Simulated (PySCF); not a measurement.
```xyz
3
charge 0 multiplicity 6, angstrom
Co    0.0000    0.0000   -0.6605
O     0.6499    0.0000    1.2169
O    -0.6499    0.0000    1.2169
```

Method: PySCF, UPBE0, basis Co def2-TZVP, O def2-TZVP (no relativity, density fitting).

This geometry of CoO2 is a stationary point at this level.

(1) What is the point group?

(2) Is it a minimum?

(3) List the harmonic modes with their infrared intensities.

(4) What are the dipole moment and the gap between the highest occupied and lowest empty levels of either spin?

## Answers

(1) C2v.

(2) Yes: all harmonic wavenumbers are real.

(3) 
```json
{"symmetry": "b2", "ω (cm⁻¹)": "339", "IR (km/mol)": "5.7"}
{"symmetry": "a1", "ω (cm⁻¹)": "409", "IR (km/mol)": "25.3"}
{"symmetry": "a1", "ω (cm⁻¹)": "1242", "IR (km/mol)": "90.1"}
```

(4) 1.43 D and 2.65 eV.

This need not be the most stable arrangement of these atoms. Other spin states or occupations of the open shell can lie lower. At this level a broken-symmetry Ms = 3/2 minimum of C∞v symmetry lies 85 kJ/mol below this structure.
